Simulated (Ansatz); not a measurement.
A run on `BOC1=C[SiH2]1` with other settings.

```yaml
crystal:
  periodic: [false, false, false]
  atoms:
    - {symbol: B, position_ang: [-1.792661, 1.206579, 0.399471]}
    - {symbol: O, position_ang: [-0.473738, 1.281651, 0.078807]}
    - {symbol: C, position_ang: [0.290872, 0.174937, -0.073360]}
    - {symbol: C, position_ang: [0.159077, -1.146660, -0.004630]}
    - {symbol: Si, position_ang: [1.855516, -0.638319, -0.425666]}
    - {symbol: H, position_ang: [-2.361157, 2.250307, 0.505990]}
    - {symbol: H, position_ang: [-2.321052, 0.144932, 0.558401]}
    - {symbol: H, position_ang: [-0.617533, -1.870660, 0.201919]}
    - {symbol: H, position_ang: [2.387364, -0.760290, -1.805576]}
    - {symbol: H, position_ang: [2.956413, -0.693676, 0.567744]}
basis:
  gaussian: {orbitals: 6-31G, nuclear_model: gaussian}
total_charge: -1
magnetization: {spin_polarized: true, initial_magnetization: 1}
hamiltonian: {xc: {name: HF}}
correlation: {active_space: {window: {electrons: 2, orbitals: 1}}}
output: {forces: true}
```

```sh
$ ansatz run in.yaml --threads 2 --pin off --events-out ev --progress --plain --max-ram 4352MiB
```

Shortened log:

```
Error: invalid value for `correlation.active_space`: it starts from restricted Hartree–Fock orbitals; set hamiltonian.xc: hf without magnetization.spin_polarized
```
